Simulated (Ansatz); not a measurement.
This geometry of CH8BNOSi (13 atoms, charge 0, multiplicity 1) is a first-order saddle point.

Computed with RKS r2SCAN/def2-SVP in Ansatz 0.2.0.

```xyz
13
Properties=species:S:1:pos:R:3
B -0.669 2.151 0.660
Si -0.929 0.347 -0.180
C 0.583 -0.809 0.077
N 0.543 -1.960 -0.762
O 1.740 -0.020 -0.281
H 0.398 2.523 1.094
H -1.586 2.934 0.738
H -1.037 0.568 -1.662
H -2.219 -0.293 0.261
H 0.676 -1.084 1.153
H 0.956 -2.796 -0.361
H -0.355 -2.171 -1.183
H 1.919 0.576 0.460
```

Question: Which two structures does it join? (They come from a converged band through this point; their orientation in space is the band's.)

Answer: No bond is made or broken. The height of N4 over the plane of its neighbours goes from 0.36 to -0.38 Å.

Initial state:

```xyz
13
Properties=species:S:1:pos:R:3
B -0.664 2.148 0.679
Si -0.931 0.392 -0.259
C 0.538 -0.803 0.064
N 0.477 -1.955 -0.794
O 1.728 -0.087 -0.293
H 0.382 2.457 1.208
H -1.549 2.969 0.718
H -0.964 0.681 -1.730
H -2.256 -0.225 0.107
H 0.600 -1.054 1.154
H 1.158 -2.661 -0.512
H -0.444 -2.385 -0.780
H 1.946 0.490 0.452
```

Final state:

```xyz
13
Properties=species:S:1:pos:R:3
B -0.661 2.153 0.659
Si -1.006 0.316 -0.080
C 0.483 -0.874 0.163
N 0.307 -2.051 -0.622
O 1.692 -0.184 -0.215
H 0.448 2.538 0.960
H -1.558 2.951 0.796
H -1.136 0.513 -1.566
H -2.293 -0.270 0.418
H 0.553 -1.190 1.226
H 1.100 -2.684 -0.500
H 0.271 -1.813 -1.614
H 1.819 0.561 0.390
```

Question: How far does it lie above each of them?

Answer: 0.010 eV above the first and 0.251 eV above the second. This is the barrier of this one path; another mechanism may lie lower.

Time of the run: 4.3 min on 2 threads of Arm Neoverse V2 (shared host), peak memory 0.17 GiB.
